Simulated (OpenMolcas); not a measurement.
Ta4+ with 6 ligands (fluoride) in octahedral coordination (Oh). A charge of +0.333 e stands 2.8 Å behind each ligand. Ligand basis ANO-RCC-VDZP.

```yaml
Program: OpenMolcas 26.06
Method: SS-CASPT2, IPEA 0.25 Eh, imaginary shift 0.1 Eh (the lowest 17 gerade and 15 ungerade orbitals frozen, chosen by energy and not by shell, so the metal 5p can be frozen and 4f correlated)
Basis: ANO-RCC-VDZP [7s6p4d2f1g]
Scalar_Hamiltonian: DKH2, point nucleus
Active_space: 1 electron in 5 orbitals (5d)
State_averaging: 2S+1 = 2 even, 5 roots
Spin-orbit_coupling: RASSI with atomic mean-field integrals over the reference wave functions
```

All ligands move together. At R = 1.94 Å |10Dq| is 37975 cm-1, and at R = 1.99 Å it is 34227 cm-1.

**Question.** A third run gives 27827 cm-1. What distance was it run at?

**Answer.** With a power law R^-n the two known points give n = -ln(34227 / 37975) / ln(1.99 / 1.94) = 4.08. Then R = 1.94 × (37975 / 27827)^(1/4.08) = 2.094 Å. The run was at 2.09 Å, so the estimate is off by +0.004 Å.

Roots that are degenerate in the reference are averaged as groups; the widest CASPT2 spread within a group is 64 cm-1 (the 3-fold group of multiplicity 2 near 0 cm-1 above the lowest state of its run, R = 2.09). Shifts and gaps below about the spread of the groups concerned are not significant. Over all roots computed the reference weight is 0.71 to 0.72 in R = 1.94, 0.71 to 0.72 in R = 1.99, 0.71 in R = 2.09; a low but even weight reflects the number of correlated electrons. An orbital triplet at a regular site is open to Jahn-Teller coupling, which can distort the site and quench the lowest spin-orbit gaps and is left out. Ligand-to-metal charge-transfer states are missing. With one d shell and no ligand orbital active, 10Dq can be off by a tenth or more. The least metal-like active orbital is 75 % on the metal (Löwdin) and no ligand orbital is active, so the numbers are rough (holds for R = 1.94). The least metal-like active orbital is 77 % on the metal (Löwdin) and no ligand orbital is active, so the numbers are rough (holds for R = 1.99). The least metal-like active orbital is 79 % on the metal (Löwdin) and no ligand orbital is active, so the numbers are rough (holds for R = 2.09). No measured value stands beside these numbers; the geometry was imposed, not optimised, and the real ion may take another.
